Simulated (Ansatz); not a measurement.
Reaction (isomerisation): `C=C[SiH2]CN` → `C[Si]N(C)C`

Computed with Ansatz on PBE0-D4/def2-TZVP structures; ΔE is electronic, products minus reactants. CCSD(T)/CBS adds triple-zeta CCSD(T) − MP2 to the extrapolated MP2 energy (def2 sets, frozen cores). DFT in def2-TZVPP. Each species was taken in one conformer, which may not be the lowest.

`C=C[SiH2]CN`:

Cartesian coordinates in Å:
```
C 1.271 1.389 -1.698
C 0.190 0.905 -1.091
Si 0.071 -0.844 -0.461
C -0.162 -0.868 1.416
N -1.366 -0.180 1.893
H 2.150 0.775 -1.873
H 1.328 2.415 -2.051
H -0.658 1.577 -0.959
H -1.121 -1.510 -1.067
H 1.303 -1.572 -0.883
H -0.188 -1.904 1.769
H 0.711 -0.419 1.901
H -1.335 0.802 1.650
H -2.194 -0.564 1.454
```

`C[Si]N(C)C`:

```xyz
14

C     0.660   -0.790    2.078
Si    0.291    0.920    1.316
N    -0.128    0.494   -0.296
C    -0.190   -0.806   -0.924
C    -0.484    1.553   -1.218
H    -0.214   -1.451    2.051
H     1.483   -1.303    1.568
H     0.947   -0.664    3.124
H     0.079   -1.594   -0.224
H     0.493   -0.858   -1.781
H    -1.200   -1.009   -1.301
H     0.194    1.570   -2.080
H    -1.504    1.419   -1.598
H    -0.427    2.520   -0.714
```

CCSD(T)/CBS gives -8.5 kcal/mol.

Q: Another level gave -15.3 kcal/mol. Which?
A. PBE-D4/def2-TZVPP
B. LDA (SPW92)/def2-TZVPP
C. r2SCANh-D4/def2-TZVPP
D. CCSD(T)/def2-TZVPP

A: B. LDA (SPW92) -15.3, CCSD(T)/def2-TZVPP -9.4, r2SCANh-D4 -8.5, PBE-D4 -10.9 kcal/mol.

Largest T1 diagnostic among the species: 0.014.

The D4 term adds −1.2 kcal/mol with B3LYP and −0.6 kcal/mol with PBE0; it sums over pairs of atoms, weighted by their polarisabilities, and B3LYP, whose exchange is more repulsive, gets the larger term. At CCSD(T), def2-SVP lies −3.8 kcal/mol from the extrapolated value and def2-TZVPP −0.9 kcal/mol. Leaving LDA and LC-ωPBE aside and taking each functional with its dispersion term where it has one, the values, not all of them listed here, spread over 2.8 kcal/mol, from revPBE-D4 to r2SCAN-D4. LDA lies −5.2 kcal/mol from PBE without D4.

B3LYP here is the variant with VWN-RPA as its local correlation; programs differ in this.
